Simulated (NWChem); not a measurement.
Molecule: HgI$_{2}$; SMILES [I][Hg][I]

Computed with NWChem. Medium grid unless said otherwise, to which SCAN and Minnesota functionals are sensitive. Geometry: optimised at PBE0/def2-SVP. def2 effective core potentials on I, Hg; no spin-orbit coupling. Hybrids' shares of exact exchange are those that their runs print; pure functionals count as 0. The functionals differ in more than this share.

```csv
row,share of exact exchange,orbital gap (eV)
PBE/def2-SVP,0.00,2.94
OLYP/def2-SVP,0.00,2.99
B3LYP/def2-SVP,0.20,4.34
PW6B95/def2-SVP,0.28,4.89
MN15/def2-SVP,0.44,5.67
BHandHLYP/def2-SVP,0.50,withheld
```

Problem. Fit a straight line of the last column on the one before it, predict the withheld value, and compare with the run.

Solution. 
1. Means of the 5 shown rows: x = 0.184, y = 4.166. Slope Σ(x − x̄)(y − ȳ)/Σ(x − x̄)² = 0.8993/0.1427 = 6.301; intercept 3.007.
2. The shown rows scatter about the line by 0.085 (root mean square); the largest residual is +0.12, at PW6B95/def2-SVP.
3. At x = 0.50 (BHandHLYP/def2-SVP; beyond the shown range) the line gives 6.16.
4. The run gives 6.59, +0.43 from the line, 5.1 times the scatter.
